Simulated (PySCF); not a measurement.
AlGeH3O2, AlGeH3NO, Cl2GeHO, Ge2H4NO and others (calculated)

Computed with PySCF 2.14.0. Calculation on a computer-drawn molecule: the log of a Hartree-Fock and frozen-core CCSD(T) single point meant for a local Hartree-Fock minimum, with one planted fault or none, to be diagnosed. Offsets are logged minus clean, where the clean run is the same molecule without the fault. The reference is restricted for singlets and unrestricted otherwise, and also for a bond in bohr or an excited solution. Adding or removing an electron swaps singlet and doublet. The excited solution moves the top pair (singlet) or top alpha electron (doublet) to the lowest empty orbital. Highest occupied and lowest empty are orbital energies over both spins, largest force is the largest gradient component, triples share is (T) over the correlation energy, the T1 limit is 0.02 restricted and 0.045 unrestricted, electrons count all cores, a negative frequency is imaginary (commonest isotopes), and the dipole is about the centre of nuclear charge; on germanium a core potential holds 10 electrons, which the energies leave out, and 3d is frozen in MP2 and coupled-cluster steps.

Common to all runs: meant multiplicity 1; logged SCF converged yes; possible faults no fault, one electron removed, one electron added, multiplicity raised by two, geometry at a saddle point, SCF held on an excited solution, minimal basis STO-3G, one bond length entered in bohr, all coordinates scaled.

(1) 
```xyz
7
formula=AlGeH3O2 meant_charge=0 meant_basis=cc-pV(D+d)Z meant_basis_and_core_potential_on_germanium=cc-pVDZ-PP_ECP10MDF logged_electrons=64 logged_basis_functions=89 logged_spin_squared=0 logged_highest_occupied=-9.1475 logged_lowest_empty=0.78517 logged_largest_force=0.044323 logged_T1_diagnostic=0.020566 logged_D1_diagnostic=0.061269 logged_triples_share=0.025201 logged_CC_converged=yes logged_dipole_magnitude=0.53094 logged_SCF_stable_within_its_kind=yes logged_energy_HF=-686.87129 logged_energy_CCSD(T)=-687.43463 planted_fault=all_coordinates_scaled,by_+5.4_% HF_energy_offset_from_clean_run=11.85 CCSD(T)_energy_offset_from_clean_run=5.528
O      2.2565    -0.6306    -2.4562
Al     0.6441    -1.1377    -1.9001
O      0.1351    -0.6402    -0.2860
Ge    -0.0970     0.0633     1.4296
H      2.6934    -0.8258    -3.3261
H     -0.3412    -2.0572    -2.8584
H     -0.7608     1.5395     0.9484
```

Units: logged_highest_occupied, logged_lowest_empty in eV; logged_largest_force in hartree/bohr; logged_dipole_magnitude in debye; logged_energy_HF, logged_energy_CCSD(T) in hartree; HF_energy_offset_from_clean_run, CCSD(T)_energy_offset_from_clean_run in kcal/mol.

Drawn bonds:
```tsv
atom	other atom	order
1	2	1
2	3	1
3	4	1
1	5	1
2	6	1
4	7	1
```

Notes: T1 above single-reference limit.

(2) 
```xyz
7
formula=AlGeH3O2 meant_charge=0 meant_basis=cc-pV(D+d)Z meant_basis_and_core_potential_on_germanium=cc-pVDZ-PP_ECP10MDF logged_electrons=64 logged_basis_functions=89 logged_spin_squared=2.0158 logged_highest_occupied=-7.2964 logged_lowest_empty=-0.23257 logged_largest_force=0.02295 logged_T1_diagnostic=0.02048 logged_D1_diagnostic=0.086292 logged_triples_share=0.023056 logged_CC_converged=yes logged_dipole_magnitude=0.39585 logged_SCF_stable_within_its_kind=yes logged_energy_HF=-686.83308 logged_energy_CCSD(T)=-687.36787 planted_fault=multiplicity_raised_by_two HF_energy_offset_from_clean_run=35.83 CCSD(T)_energy_offset_from_clean_run=47.42
O      2.1409    -0.5983    -2.3303
Al     0.6111    -1.0794    -1.8027
O      0.1282    -0.6074    -0.2714
Ge    -0.0920     0.0600     1.3564
H      2.5554    -0.7834    -3.1557
H     -0.3237    -1.9518    -2.7119
H     -0.7218     1.4606     0.8998
```

Units: logged_highest_occupied, logged_lowest_empty in eV; logged_largest_force in hartree/bohr; logged_dipole_magnitude in debye; logged_energy_HF, logged_energy_CCSD(T) in hartree; HF_energy_offset_from_clean_run, CCSD(T)_energy_offset_from_clean_run in kcal/mol.

Drawn bonds:
```tsv
atom	other atom	order
1	2	1
2	3	1
3	4	1
1	5	1
2	6	1
4	7	1
```

(3) 
```xyz
7
formula=AlGeH3NO meant_charge=1 meant_basis=cc-pV(D+d)Z meant_basis_and_core_potential_on_germanium=cc-pVDZ-PP_ECP10MDF logged_electrons=62 logged_basis_functions=89 logged_spin_squared=2.0185 logged_highest_occupied=-10.675 logged_lowest_empty=-5.6092 logged_largest_force=0.13619 logged_T1_diagnostic=0.027736 logged_D1_diagnostic=0.13813 logged_triples_share=0.024435 logged_CC_converged=yes logged_dipole_magnitude=7.4257 logged_SCF_stable_within_its_kind=yes logged_energy_HF=-666.0525 logged_energy_CCSD(T)=-666.53585 planted_fault=multiplicity_raised_by_two HF_energy_offset_from_clean_run=66.21 CCSD(T)_energy_offset_from_clean_run=86.19
O      3.9112    -0.4674    -0.5024
Al     2.3309    -0.4347    -0.2586
N      0.6990    -0.4012    -0.0061
Ge    -0.9677    -0.3658     0.2524
H      4.8399    -0.4861    -0.6478
H     -1.9342    -0.7709    -0.8397
H     -1.5404     0.0717     1.5835
```

Units: logged_highest_occupied, logged_lowest_empty in eV; logged_largest_force in hartree/bohr; logged_dipole_magnitude in debye; logged_energy_HF, logged_energy_CCSD(T) in hartree; HF_energy_offset_from_clean_run, CCSD(T)_energy_offset_from_clean_run in kcal/mol.

Drawn bonds:
```tsv
atom	other atom	order
1	2	1
2	3	2
3	4	1
1	5	1
4	6	1
4	7	1
```

(4) 
```xyz
5
formula=Cl2GeHO meant_charge=1 meant_basis=cc-pV(D+d)Z meant_basis_and_core_potential_on_germanium=cc-pVDZ-PP_ECP10MDF logged_electrons=74 logged_basis_functions=88 logged_spin_squared=0 logged_highest_occupied=-9.963 logged_lowest_empty=-13.794 logged_largest_force=0.058456 logged_CC_converged=no logged_dipole_magnitude=3.152 logged_SCF_stable_within_its_kind=no logged_energy_HF=-1286.96189 planted_fault=SCF_held_on_an_excited_solution HF_energy_offset_from_clean_run=418.7
O     -1.5143     0.3578    -0.8850
Ge    -0.6041    -0.3910     0.3226
Cl     0.1408     0.8327     1.7700
Cl    -0.2713    -2.4089     0.3291
H     -1.8962    -0.1498    -1.5996
```

Units: logged_highest_occupied, logged_lowest_empty in eV; logged_largest_force in hartree/bohr; logged_dipole_magnitude in debye; logged_energy_HF in hartree; HF_energy_offset_from_clean_run in kcal/mol.

Drawn bonds:
```tsv
atom	other atom	order
1	2	1
2	3	1
2	4	1
1	5	1
```

Notes: CCSD not converged.

(5) 
```xyz
5
formula=Cl2GeHO meant_charge=1 meant_basis=cc-pV(D+d)Z meant_basis_and_core_potential_on_germanium=cc-pVDZ-PP_ECP10MDF logged_electrons=74 logged_basis_functions=88 logged_spin_squared=2.0228 logged_highest_occupied=-12.838 logged_lowest_empty=-9.264 logged_largest_force=0.11849 logged_T1_diagnostic=0.050562 logged_D1_diagnostic=0.23954 logged_triples_share=0.030654 logged_CC_converged=yes logged_dipole_magnitude=2.9896 logged_SCF_stable_within_its_kind=yes logged_energy_HF=-1287.42693 logged_energy_CCSD(T)=-1288.00217 planted_fault=multiplicity_raised_by_two HF_energy_offset_from_clean_run=126.8 CCSD(T)_energy_offset_from_clean_run=132.9
O     -1.5143     0.3578    -0.8850
Ge    -0.6041    -0.3910     0.3226
Cl     0.1408     0.8327     1.7700
Cl    -0.2713    -2.4089     0.3291
H     -1.8962    -0.1498    -1.5996
```

Units: logged_highest_occupied, logged_lowest_empty in eV; logged_largest_force in hartree/bohr; logged_dipole_magnitude in debye; logged_energy_HF, logged_energy_CCSD(T) in hartree; HF_energy_offset_from_clean_run, CCSD(T)_energy_offset_from_clean_run in kcal/mol.

Drawn bonds:
```tsv
atom	other atom	order
1	2	1
2	3	1
2	4	1
1	5	1
```

Notes: T1 above single-reference limit.

(6) 
```xyz
8
formula=Ge2H4NO meant_charge=1 meant_basis=cc-pVDZ meant_basis_and_core_potential_on_germanium=cc-pVDZ-PP_ECP10MDF logged_electrons=82 logged_basis_functions=94 logged_spin_squared=0 logged_highest_occupied=-16.146 logged_lowest_empty=-3.6685 logged_largest_force=0.034532 logged_T1_diagnostic=0.018927 logged_D1_diagnostic=0.056476 logged_triples_share=0.028784 logged_CC_converged=yes logged_dipole_magnitude=2.4842 logged_SCF_stable_within_its_kind=yes logged_energy_HF=-718.11686 logged_energy_CCSD(T)=-718.67002 planted_fault=all_coordinates_scaled,by_-3.5_% HF_energy_offset_from_clean_run=8.901 CCSD(T)_energy_offset_from_clean_run=16.28
O      2.4236    -1.1524    -3.3961
Ge     2.3112    -0.2941    -1.9878
N      1.2747    -0.7011    -0.8074
Ge     0.2974    -0.9737     0.4641
H      1.8858    -1.8843    -3.5261
H      3.2375     0.8162    -1.9835
H     -1.0277    -0.3679     0.5050
H      0.7382    -1.8460     1.5455
```

Units: logged_highest_occupied, logged_lowest_empty in eV; logged_largest_force in hartree/bohr; logged_dipole_magnitude in debye; logged_energy_HF, logged_energy_CCSD(T) in hartree; HF_energy_offset_from_clean_run, CCSD(T)_energy_offset_from_clean_run in kcal/mol.

Drawn bonds:
```tsv
atom	other atom	order
1	2	1
2	3	1
3	4	2
1	5	1
2	6	1
4	7	1
4	8	1
```

(7) 
```xyz
8
formula=Ge2H4NO meant_charge=1 meant_basis=cc-pVDZ meant_basis_and_core_potential_on_germanium=cc-pVDZ-PP_ECP10MDF logged_electrons=82 logged_basis_functions=94 logged_spin_squared=0 logged_highest_occupied=-15.789 logged_lowest_empty=-4.3227 logged_largest_force=3.73e-05 logged_lowest_frequency=-78.326 logged_T1_diagnostic=0.019439 logged_D1_diagnostic=0.054654 logged_triples_share=0.031548 logged_CC_converged=yes logged_dipole_magnitude=3.8509 logged_SCF_stable_within_its_kind=yes logged_energy_HF=-718.12427 logged_energy_CCSD(T)=-718.68875 planted_fault=geometry_at_a_saddle_point HF_energy_offset_from_clean_run=4.252 CCSD(T)_energy_offset_from_clean_run=4.518
O     -2.4111     0.8736     0.0000
Ge    -1.0835    -0.2046     0.0000
N      0.4486     0.5385     0.0000
Ge     2.0943     0.0881     0.0000
H     -3.2975     0.5301     0.0000
H     -1.4460    -1.6726     0.0000
H      3.1167     1.1974     0.0000
H      2.5784    -1.3506     0.0000
```

Units: logged_highest_occupied, logged_lowest_empty in eV; logged_largest_force in hartree/bohr; logged_lowest_frequency in cm⁻¹; logged_dipole_magnitude in debye; logged_energy_HF, logged_energy_CCSD(T) in hartree; HF_energy_offset_from_clean_run, CCSD(T)_energy_offset_from_clean_run in kcal/mol.

Drawn bonds:
```tsv
atom	other atom	order
1	2	1
2	3	1
3	4	2
1	5	1
2	6	1
4	7	1
4	8	1
```

(8) 
```xyz
8
formula=Ge2H4NO meant_charge=1 meant_basis=cc-pVDZ meant_basis_and_core_potential_on_germanium=cc-pVDZ-PP_ECP10MDF logged_electrons=82 logged_basis_functions=94 logged_spin_squared=2.0348 logged_highest_occupied=-11.414 logged_lowest_empty=-5.757 logged_largest_force=0.12809 logged_T1_diagnostic=0.019933 logged_D1_diagnostic=0.069892 logged_triples_share=0.026757 logged_CC_converged=yes logged_dipole_magnitude=3.175 logged_SCF_stable_within_its_kind=yes logged_energy_HF=-718.01832 logged_energy_CCSD(T)=-718.54364 planted_fault=multiplicity_raised_by_two HF_energy_offset_from_clean_run=70.74 CCSD(T)_energy_offset_from_clean_run=95.58
O      2.5115    -1.1942    -3.5193
Ge     2.3950    -0.3047    -2.0599
N      1.3209    -0.7265    -0.8366
Ge     0.3082    -1.0090     0.4810
H      1.9542    -1.9527    -3.6540
H      3.3550     0.8458    -2.0555
H     -1.0649    -0.3812     0.5233
H      0.7649    -1.9130     1.6015
```

Units: logged_highest_occupied, logged_lowest_empty in eV; logged_largest_force in hartree/bohr; logged_dipole_magnitude in debye; logged_energy_HF, logged_energy_CCSD(T) in hartree; HF_energy_offset_from_clean_run, CCSD(T)_energy_offset_from_clean_run in kcal/mol.

Drawn bonds:
```tsv
atom	other atom	order
1	2	1
2	3	1
3	4	2
1	5	1
2	6	1
4	7	1
4	8	1
```

(9) 
```xyz
5
formula=GeH3O meant_charge=-1 meant_basis=aug-cc-pVDZ meant_basis_and_core_potential_on_germanium=aug-cc-pVDZ-PP_ECP10MDF logged_electrons=44 logged_basis_functions=82 logged_spin_squared=0 logged_highest_occupied=-2.3721 logged_lowest_empty=4.1538 logged_largest_force=3.618e-05 logged_lowest_frequency=290.3 logged_T1_diagnostic=0.015969 logged_D1_diagnostic=0.035776 logged_triples_share=0.029797 logged_CC_converged=yes logged_dipole_magnitude=0.96882 logged_SCF_stable_within_its_kind=yes logged_energy_HF=-370.00271 logged_energy_CCSD(T)=-370.36385 planted_fault=no_fault HF_energy_offset_from_clean_run=0 CCSD(T)_energy_offset_from_clean_run=0
O     -0.3004     0.6416     1.6591
Ge     0.7999    -0.7829     2.2621
H      0.1589     1.1842     1.0419
H      1.3604    -1.2486     0.8063
H      2.1310     0.0977     2.5830
```

Units: logged_highest_occupied, logged_lowest_empty in eV; logged_largest_force in hartree/bohr; logged_lowest_frequency in cm⁻¹; logged_dipole_magnitude in debye; logged_energy_HF, logged_energy_CCSD(T) in hartree; HF_energy_offset_from_clean_run, CCSD(T)_energy_offset_from_clean_run in kcal/mol.

Drawn bonds:
```tsv
atom	other atom	order
1	2	1
1	3	1
2	4	1
2	5	1
```

(10) 
```xyz
5
formula=GeH3O meant_charge=-1 meant_basis=aug-cc-pVDZ meant_basis_and_core_potential_on_germanium=aug-cc-pVDZ-PP_ECP10MDF logged_electrons=44 logged_basis_functions=82 logged_spin_squared=2.0073 logged_highest_occupied=0.78348 logged_lowest_empty=2.9479 logged_largest_force=0.05078 logged_dipole_magnitude=9.8948 logged_SCF_stable_within_its_kind=yes logged_energy_HF=-369.92064 planted_fault=multiplicity_raised_by_two HF_energy_offset_from_clean_run=51.5
O     -0.3004     0.6416     1.6591
Ge     0.7999    -0.7829     2.2621
H      0.1589     1.1842     1.0419
H      1.3604    -1.2486     0.8063
H      2.1310     0.0977     2.5830
```

Units: logged_highest_occupied, logged_lowest_empty in eV; logged_largest_force in hartree/bohr; logged_dipole_magnitude in debye; logged_energy_HF in hartree; HF_energy_offset_from_clean_run in kcal/mol.

Drawn bonds:
```tsv
atom	other atom	order
1	2	1
1	3	1
2	4	1
2	5	1
```

Notes: coupled-cluster numbers left out as unreliable; highest electron not bound in this basis.
